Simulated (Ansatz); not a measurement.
## From C to Sn: the HOMO–LUMO gap

One atom is swapped for its congeners: C3H8S (ethyl methyl sulfide) `CCSC`; C2H8GeS `C[S][GeH2][CH3]`; C2H8SSn `C[S][SnH2][CH3]`. The Si member is missing. All are singlets with charge 0.

Shapes, held fixed at every level: PBE0-D4/def2-TZVP. Flexible molecules stand in one conformer, not always the lowest. Programs: Ansatz 0.2.0. Values in eV.

```tsv
level	C3H8S	C2H8GeS	C2H8SSn
SPW92/def2-TZVPP	5.06	4.85	4.28
PBE-D4/def2-TZVPP	5.13	4.98	4.43
r2SCAN-D4/def2-TZVPP	5.75	5.55	4.99
B3LYP-D4/def2-TZVPP	6.79	6.60	5.98
PBE0-D4/def2-TZVPP	7.31	7.10	6.48
wB97M-V/def2-TZVPP	11.13	11.04	10.23
```

At wB97M-V/def2-TZVPP the HOMO–LUMO gap falls at every step, from 11.13 to 10.23 eV. Every level shows the same order. For atoms past krypton def2 sets carry core potentials with scalar relativity. Relativity is left out for Ge unless named. Orbital gaps aren't excitation energies, and the LUMO depends on the basis.
